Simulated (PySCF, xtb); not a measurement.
H2O3S, SMILES O=[SH](=O)O. The values are those of a single conformer.

Harmonic wavenumbers (cm⁻¹) from GFN2-xTB in xtb at its own minimum, in rising order: 235, 369, 426, 513, 720, 834, 950, 1028, 1139, 1335, 2189, 3587.

Task: What does PBE0-D3(BJ)/def2-SVP in PySCF 2.14.0 give at its own minimum? (Estimate from the structure and the level; the computed values follow.)

Result: 217, 409, 460, 573, 852, 1040, 1095, 1147, 1217, 1455, 2561, 3818. Paired by order, the mean absolute difference is 130 cm⁻¹ and the zero-point energies are 19.0 and 21.2 kcal/mol.
